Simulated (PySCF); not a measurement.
B3LYP has the VWN-RPA correlation part, as in Gaussian. 

**C2H5N, SMILES `[H]/N=C/C` (charge 0, multiplicity 1)**

Level of theory: B3LYP-D3(BJ)/def2-TZVP (PySCF).

```yaml
HOMO: -7.35 eV
dipole_moment: 2.04 D
HOMO–LUMO gap: 7.06 eV
LUMO: -0.29 eV
total_energy: -134.0185 Ha
cost: about 13 core-seconds (a rough figure)
```

Bond lengths (Å): C1–C2 1.494, C1–H4 1.089, C1–H5 1.094, C1–H6 1.094, C2–N3 1.266, C2–H7 1.098, N3–H8 1.020. Angles (°): C2–C1–H4 110.4, C2–C1–H5 110.3, C2–C1–H6 110.3, H4–C1–H5 109.5, H4–C1–H6 109.5, H5–C1–H6 106.8, C1–C2–N3 121.9, C1–C2–H7 115.5, N3–C2–H7 122.6, C2–N3–H8 111.3.
